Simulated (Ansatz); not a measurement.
A structure relaxed at PBE0-D4/def2-TZVP, charge 0, multiplicity 1:

```xyz
9

S     2.600   -1.054   -1.447
Al    0.774   -0.420   -0.453
C    -0.070    1.192    0.230
Si   -1.280   -0.268    0.617
H     2.192   -2.331   -1.545
H     0.260    1.816    1.060
H    -0.457    1.834   -0.570
H    -1.371   -0.583    2.069
H    -2.648   -0.185    0.038
```

(1) Give its formula and SMILES.

(2) Summarise the bond lengths by kind.

## Answers

(1) CH5AlSSi, `[SH][Al]1[CH2][SiH2]1`.

(2) 1 × Al–S 2.173 Å; 1 × H–S 1.345 Å; 1 × Al–C 1.943 Å; 1 × Al–Si 2.321 Å; 1 × C–Si 1.935 Å; 2 × C–H 1.090 to 1.096 Å; 2 × H–Si 1.488 Å.

All numbers were calculated with Ansatz.
